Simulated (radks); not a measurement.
Values are calculated unless marked as measured or tabulated.
Spin polarisation of the 4d8 shell in Rh. Start: [Kr] 4d(up 4, down 4) 5s(up 0.5, down 0.5); electrons of 4d are moved from spin down to spin up, other shells keep equal spins. Code: a radial shooting solver on a logarithmic mesh with Libxc functionals. Model: non-relativistic Kohn-Sham, PBE, spin-polarised, spherical densities, point nucleus.

[
 {"moment (Bohr magnetons)": "0", "E - E(0) (eV)": "0.000", "e(4d up) (eV)": "-6.309", "e(4d down) (eV)": "-6.309", "5s down minus up (eV)": "0.000", "4p down minus up (eV)": "0.000", "4s down minus up (eV)": "0.000"},
 {"moment (Bohr magnetons)": "0.5", "E - E(0) (eV)": "-0.040", "e(4d up) (eV)": "-6.463", "e(4d down) (eV)": "-6.146", "5s down minus up (eV)": "0.103", "4p down minus up (eV)": "0.342", "4s down minus up (eV)": "0.333"},
 {"moment (Bohr magnetons)": "1", "E - E(0) (eV)": "-0.159", "e(4d up) (eV)": "-6.611", "e(4d down) (eV)": "-5.977", "5s down minus up (eV)": "0.206", "4p down minus up (eV)": "0.684", "4s down minus up (eV)": "0.666"},
 {"moment (Bohr magnetons)": "1.5", "E - E(0) (eV)": "-0.357", "e(4d up) (eV)": "-6.751", "e(4d down) (eV)": "-5.799", "5s down minus up (eV)": "0.309", "4p down minus up (eV)": "1.027", "4s down minus up (eV)": "0.999"},
 {"moment (Bohr magnetons)": "2", "E - E(0) (eV)": "-0.635", "e(4d up) (eV)": "-6.884", "e(4d down) (eV)": "-5.614", "5s down minus up (eV)": "0.413", "4p down minus up (eV)": "1.370", "4s down minus up (eV)": "1.332"}
]

At moment 2 the spin-polarisation energy is -0.635 eV and the 4d exchange splitting 1.270 eV, that is 0.635 eV per Bohr magneton; E = -I m^2/4 would give I = 0.635 eV.
